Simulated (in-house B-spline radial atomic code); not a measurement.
Ionising the ruthenium ion Ru³⁺ with different functionals

Computed with an all-electron radial atomic-structure program (B-spline basis): scalar-relativistic (spin-free X2C) Hamiltonian, Fermi nucleus of rms radius 4.4809 fm, spin-polarised at highest spin, spherical fractional occupations for the functionals, the average over the highest-spin determinants for Hartree-Fock. The ionisation energy is the difference of two self-consistent energies, [Kr] 4d5 → [Kr] 4d4, without Breit or QED terms; ε is the level of the shell that loses the electron (its least bound occupied spin orbital). There is no spin-orbit coupling in this Hamiltonian.

Hybrids are left out here: with spherical fractional occupations of an open shell their exact exchange keeps a self-interaction that integer-occupation calculations don't have.

```csv
method,rung,ΔSCF (eV),-ε(4d) (eV)
Hartree-Fock,Hartree-Fock,45.12,46.16
LDA VWN5,LDA,?,?
LDA PW92,LDA,46.07,38.95
LDA exchange-only,LDA,?,?
PBE,GGA,46.03,38.90
PBEsol,GGA,45.99,38.86
BLYP,GGA,45.70,38.56
RPBE,GGA,45.99,38.85
PW91,GGA,46.09,38.96
BP86,GGA,46.02,38.90
AM05,GGA,45.94,38.82
OLYP,GGA,46.14,38.95
TPSS,meta-GGA,45.99,38.86
SCAN,meta-GGA,46.38,39.29
r2SCAN,meta-GGA,46.45,39.36
revTPSS,meta-GGA,45.94,38.82
```

(1) What does LDA exchange-only give?

(2) What does LDA VWN5 give?

(3) How do they compare with the NIST value?

Answers

(1) ΔSCF 44.81 eV, and -ε(4d) = 37.76 eV.

(2) ΔSCF 46.08 eV, and -ε(4d) = 38.96 eV.

(3) NIST lists 45 eV ± 1.7 (tabulated theory, ground level to ground level). Errors run from -0.19 to +1.45 eV; all lie within about twice that uncertainty, so the table can't rank the methods. Hartree-Fock also lacks correlation.
